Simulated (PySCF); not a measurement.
Ge(NH2)2 (GeH₄N₂), SMILES [NH2][Ge][NH2] (connectivity only; charge and spin as stated), neutral, multiplicity 1.

Geometry: ωB97X-D3(BJ)/def2-TZVP. The values are those of a single conformer.

Calculation: TDA-PBE0/def2-SVPD (PySCF).

Vertical excitations. The molecule is in vacuum. State labels are in the subgroup C2v.

Question: Estimate the UV-visible absorptions. (Estimate from the structure and the level; the computed values follow.)

Answer: 
| state | symmetry | energy (eV) | λ (nm) | f | main pairs |
|---|---|---|---|---|---|
| S1 | B1 | 5.43 | 228 | 0.118 | HOMO→LUMO 96 % |
| S2 | B2 | 5.60 | 221 | 0.042 | HOMO−1→LUMO 89 % |
| S3 | A2 | 6.37 | 195 | 0.000 | HOMO−1→LUMO+2 97 % |
| S4 | B1 | 6.38 | 194 | 0.052 | HOMO−1→LUMO+1 97 % |
| S5 | A1 | 6.49 | 191 | 0.001 | HOMO→LUMO+2 73 %, HOMO−2→LUMO 26 % |
| S6 | B2 | 6.78 | 183 | 0.447 | HOMO→LUMO+1 89 % |
| S7 | A1 | 7.04 | 176 | 0.124 | HOMO−2→LUMO 68 %, HOMO→LUMO+2 26 % |
| S8 | A1 | 7.52 | 165 | 0.421 | HOMO→LUMO+3 98 % |
| S9 | A2 | 7.56 | 164 | 0.000 | HOMO−2→LUMO+1 75 %, HOMO−1→LUMO+3 21 % |
| S10 | B1 | 7.66 | 162 | 0.096 | HOMO−2→LUMO+2 91 % |
| T1 | B1 | 3.54 | 350 | 0 | HOMO→LUMO 99 % |
| T2 | B2 | 4.33 | 287 | 0 | HOMO−1→LUMO 98 % |
| T3 | A1 | 5.33 | 233 | 0 | HOMO−2→LUMO 98 % |
| T4 | B2 | 5.36 | 232 | 0 | HOMO→LUMO+1 92 % |
Triplets are in the Tamm–Dancoff approximation.
